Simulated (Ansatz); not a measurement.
The same hydrogen abstraction along the group B, Al, In.

Gas-phase electronic energies from Ansatz, PBE0-D4/def2-TZVP geometries. CBS: MP2 limit from def2 TZ/QZ plus the TZ coupled-cluster correction, frozen cores. This one scheme is used for every species. DFT in def2-TZVPP. No spin–orbit coupling; open shells (•) take unrestricted orbitals. def2 core potentials past Kr. For In outer-core shells are correlated without core-valence functions, which leaves a few kJ/mol of doubt a bond. One conformer a species, not always the lowest.

| reaction | LDA (SPW92) (kJ/mol) | PBE0-D4 (kJ/mol) | B2PLYP (kJ/mol) | MP2/CBS(def2) (kJ/mol) |
| --- | --- | --- | --- | --- |
| `NBCl` + `[SiH3]`• → `N[B]Cl`• + SiH₄ | 67 | 65 | 65 | 66 |
| `[NH2][AlH][Cl]` + `[SiH3]`• → `[NH2][Al][Cl]`• + SiH₄ | -37 | -31 | -29 | -33 |
| `[NH2][InH][Cl]` + `[SiH3]`• → `[NH2][In][Cl]`• + SiH₄ | -95 | -95 | -103 | -92 |

(1) Give the CCSD(T)/CBS values in the same order. (Estimate.)

Largest T1 diagnostic: 0.019, for `[NH2][In][Cl]`•.

Answers

(1) Ansatz gave: 64, -29, -94 kJ/mol.
